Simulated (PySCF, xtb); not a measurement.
This singlet lies 0.96 eV below the relaxed triplet at the level B3LYP-D3(BJ)/def2-TZVP // r2SCAN-D4/def2-SVP (PySCF).

Species: [Co(NH3)6]3+ (charge 3, multiplicity 1).

Problem. Give a relaxed geometry from GFN2-xTB in xtb.

Solution. the end point of this relaxation.
Cartesian coordinates (Å) in one orientation:
```xyz
25

Co     0.000     0.000     0.000
N     -1.742     0.702    -0.688
H     -2.563     0.453    -0.126
H     -1.974     0.367    -1.630
H     -1.801     1.722    -0.774
N     -0.856    -0.382     1.768
H     -0.209    -0.587     2.537
H     -1.503    -1.178     1.772
H     -1.417     0.398     2.126
N      1.754    -0.739     0.616
H      1.721    -1.299     1.474
H      2.476    -0.036     0.808
H      2.194    -1.368    -0.065
N      0.517     1.801     0.702
H     -0.252     2.472     0.801
H      1.213     2.303     0.140
H      0.931     1.769     1.640
N      0.817     0.453    -1.769
H      1.843     0.444    -1.789
H      0.570     1.391    -2.104
H      0.549    -0.159    -2.546
N     -0.491    -1.834    -0.628
H     -1.485    -1.969    -0.840
H     -0.280    -2.569     0.056
H     -0.013    -2.152    -1.478
```
